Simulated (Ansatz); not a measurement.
Basis-set series for `C[SiH]([GaH2])CF`. Charge 0, multiplicity 1. Geometry: relaxed with PBE0-D4/def2-TZVP. It is one conformer, not always the lowest.

Z-matrix (Å, degrees):
```
C
Si 1 1.877
H 1 1.092 2 110.7
H 1 1.093 2 111.4 3 -120.8
H 1 1.093 2 110.6 3 119.4
Ga 2 2.411 1 119.1 3 -43.1
C 2 1.919 1 111.0 3 57.9
H 2 1.492 1 109.0 3 177.0
H 6 1.572 2 120.9 1 -162.2
H 6 1.574 2 120.2 1 19.2
F 7 1.431 2 105.5 1 -113.9
H 7 1.092 2 114.2 1 129.9
H 7 1.092 2 115.0 1 2.8
```

```json
{"functional": "PBE0-D4", "basis": "def2-TZVPP", "functions": "295", "energy (Eh)": "-2394.72161", "HOMO (eV)": "-7.06", "LUMO (eV)": "-1.29"}
{"functional": "PBE0-D4", "basis": "def2-QZVPP", "functions": "570", "energy (Eh)": "-2394.78451", "HOMO (eV)": "-7.06", "LUMO (eV)": "-1.35"}
{"functional": "ωB97M-V", "basis": "def2-TZVPP", "functions": "295", "energy (Eh)": "-2395.07819", "HOMO (eV)": "-9.08", "LUMO (eV)": "0.42"}
{"functional": "ωB97M-V", "basis": "def2-QZVPP", "functions": "570", "energy (Eh)": "-2395.13906", "HOMO (eV)": "-9.09", "LUMO (eV)": "0.22"}
```

Question: Give the rows for def2-SVP. (Best estimate.)

Answer: Computed: 
```json
{"functional": "PBE0-D4", "basis": "def2-SVP", "functions": "132", "energy (Eh)": "-2394.16222", "HOMO (eV)": "-7.05", "LUMO (eV)": "-1.18"}
{"functional": "ωB97M-V", "basis": "def2-SVP", "functions": "132", "energy (Eh)": "-2394.51080", "HOMO (eV)": "-9.05", "LUMO (eV)": "0.58"}
```

Positive LUMOs are unbound and depend on the basis. Scalar relativity is left out up to krypton.
